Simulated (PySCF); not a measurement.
All values below come from PySCF 2.14.0 with PBE-D3(BJ)/def2-TZVP // B3LYP-D3(BJ)/def2-TZVP. Isolated molecules, 0 K electronic values unless said otherwise. One relaxed conformer stands for a flexible species; it need not be the lowest. Delta-SCF ions had no search for a lower state. Excitations are Tamm–Dancoff values on a coarser integration grid. The basis has no diffuse functions, so Rydberg states are missing or too high.

Reference species (SMILES): `OC1=COC1` (H–O–C–C torsion 0°) (neutral, multiplicity 1).

| Property | Value |
|---|---|
| S1–T1 gap (TDA) | 0.51 eV |
| vertical ionisation energy (Delta-SCF) | 8.08 eV |
| brightest of the four lowest singlets (TDA) | 5.96 eV |

Changed species: `C1O[C@@H]1C=O` (O–C–C–O torsion 155°).

Problem. Predict the effect on the S1–T1 gap (TDA), vertical ionisation energy (Delta-SCF) and brightest of the four lowest singlets (TDA).

Solution. the S1–T1 gap (TDA) rises by 0.10 eV, to 0.61 eV; the vertical ionisation energy (Delta-SCF) rises by 1.59 eV, to 9.67 eV; the brightest of the four lowest singlets (TDA) goes up by 0.65 eV, to 6.61 eV.
